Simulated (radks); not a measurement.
Species: Hf2+. Configuration: [Xe] 4f14 5d(up 1.75, down 0.25) (fractional occupations, a model configuration). All-electron calculation, scalar-relativistic Kohn-Sham, SCAN, spin-polarised, spherical densities, finite nucleus; meta-GGA in the generalised Kohn-Sham scheme; Fermi nuclear charge, rms radius 5.347 fm. Program: a radial shooting solver on a logarithmic mesh with Libxc functionals. Some entries of the table are withheld. Estimate them.

| orbital | occ. | eigenvalue (eV) | <r> (bohr) | <1/r> (bohr^-1) |
|---|---|---|---|---|
| 1s down | 1 | -65367.40 | 0.01899 | 83.79 |
| 1s up | 1 | -65367.40 | 0.01899 | 83.79 |
| 2s up | 1 | -11217.05 | 0.08034 | 19.59 |
| 2s down | 1 | -11217.02 | 0.08034 | 19.59 |
| 2p up | 3 | -9847.906 | 0.07172 | 17.85 |
| 2p down | 3 | -9847.872 | 0.07172 | 17.85 |
| 3s down | 1 | -2578.640 | 0.2084 | 7.253 |
| 3s up | 1 | -2578.634 | 0.2084 | 7.253 |
| 3p down | 3 | -2166.913 | 0.2084 | 6.717 |
| 3p up | 3 | -2166.910 | 0.2084 | 6.717 |
| 3d up | 5 | -1678.987 | 0.1891 | 6.346 |
| 3d down | 5 | -1678.969 | 0.1891 | 6.346 |
| 4s up | 1 | -536.7190 | 0.4681 | 3.063 |
| 4s down | 1 | -536.6763 | 0.4681 | 3.063 |
| 4p up | 3 | -401.0227 | 0.4973 | 2.791 |
| 4p down | 3 | -400.9783 | 0.4972 | 2.792 |
| 4d up | 5 | -225.1096 | 0.5352 | 2.475 |
| 4d down | 5 | -225.0442 | 0.5350 | 2.475 |
| 5s up | 1 | (1) | (2) | 1.170 |
| 5s down | 1 | (3) | (4) | 1.173 |
| 5p up | 3 | -51.4969 | 1.342 | 0.9730 |
| 5p down | 3 | -50.7415 | 1.332 | 0.9799 |
| 4f up | 7 | -32.2527 | 0.6777 | 1.915 |
| 4f down | 7 | -32.0624 | 0.6734 | 1.921 |
| 5d up | 1.75 | -17.1260 | 2.096 | (5) |
| 5d down | 0.25 | -15.7224 | 2.095 | (6) |

Answer. 
(1) 5s up eigenvalue (eV): -83.3531
(2) 5s up <r> (bohr): 1.136
(3) 5s down eigenvalue (eV): -82.8293
(4) 5s down <r> (bohr): 1.133
(5) 5d up <1/r> (bohr^-1): 0.6124
(6) 5d down <1/r> (bohr^-1): 0.6175
